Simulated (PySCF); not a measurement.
**C⁻ (carbon, charge -1): BHandHLYP calculation**

Configuration: [He] 2s2 2p3, high-spin 4S determinant. Computed with PySCF 2.14 in aug-cc-pV5Z, with the non-relativistic Hamiltonian (point nucleus).

- Total energy: -37.8871 hartree
- One-electron energy: -52.5342 hartree
- Hartree (Coulomb) energy: 20.0732 hartree
- Exchange-correlation energy: -5.4261 hartree
- Kinetic energy: 37.77762 hartree
- ⟨S²⟩: 3.7544
- ⟨L²⟩: 0.000
- Sum of ⟨r⟩: 10.54 bohr
- Sum of ⟨r²⟩: 28.13 bohr²
- Density at the nucleus (Gaussians lack the cusp): 126 bohr⁻³
- Spin density at the nucleus: 0.0599 bohr⁻³
- Langevin diamagnetic susceptibility: -22.3 ×10⁻⁶ cm³/mol

```
shell  electrons  mean orbital energy (hartree)  rms radius, mean of both spins (bohr)
 1s α          1                      -10.34731                                  0.314
 1s β          1                      -10.31078                                  0.314
 2s α          1                       -0.37176                                   1.89
 2s β          1                       -0.19201                                   1.89
 2p α          3                        0.00044                                   2.63
```

At BHandHLYP the highest occupied level has a positive energy, so only the finite basis holds that electron; in a semilocal or global hybrid functional this comes from self-interaction and does not mean that the real anion is unbound.
